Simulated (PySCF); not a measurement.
Diatomics of K with the chalcogens

CCSD(T) with double-zeta basis sets in PySCF, for the lowest determinant that a PBE0 search found; no spin–orbit coupling. De refers to high-spin ground-configuration atoms.

| M | basis | reference, frozen orbitals | state (unpaired electrons) | Re (Å) | ωe (cm⁻¹) | De (eV) |
| --- | --- | --- | --- | --- | --- | --- |
| S | x2c-SVPall | UHF, 10 | doublet (π ↑) | 2.862 | 250 | 1.91 |
| Se | def2-SVP | UHF, 14 | doublet (π ↑) | 3.006 | 192 | 1.99 |
| Te | def2-SVP | UHF, 9 | doublet (π ↑) | 3.243 | 161 | 1.85 |

The shortest bond is that of KS (2.862 Å), the longest that of KTe (3.243 Å).

The rows differ in basis set, which adds steps of its own.

Down a group the atoms grow and get heavier, so bonds lengthen and wavenumbers fall; this series shows no clear exception.

Correlated steps freeze the inner cores (9 to 14 orbitals); shallow outer-core shells are correlated. Correlated levels converge slowly with the basis: in double zeta they bind strong bonds too weakly, by up to about 1 eV, and carry superposition errors of some tenths. Spin–orbit coupling is left out, which matters for elements this heavy, above all for dissociation energies. States were picked by a PBE0 search and need not be the measured ground states.
